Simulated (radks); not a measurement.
All-electron atom: Sm16+ in [Kr] 4d10. Calculated with a radial shooting solver on a logarithmic mesh with Libxc functionals: non-relativistic Kohn-Sham, LB94 model potential, spin-polarised, spherical densities, point nucleus; relativity is left out, which matters for an element this heavy. Some entries of the table are withheld. Estimate them.

orbital  occ.  eigenvalue (eV)  <r^2> (bohr^2)  <r> (bohr)
1s          2        -44569.56       0.0007990     0.02445
2s          2        -7364.349             (1)      0.1042
2p          6        -7017.439        0.009484     0.08842
3s          2        -1906.123         0.08283         (2)
3p          6        -1751.695         0.07772         (3)
3d         10        -1462.848         0.06249      0.2309
4s          2        -645.4804          0.3979         (4)
4p          6        -585.0051          0.4139      0.6050
4d         10        -477.0909          0.4461      0.6237

Answer. 
(1) 2s <r^2> (bohr^2): 0.01274
(2) 3s <r> (bohr): 0.2698
(3) 3p <r> (bohr): 0.2594
(4) 4s <r> (bohr): 0.5951
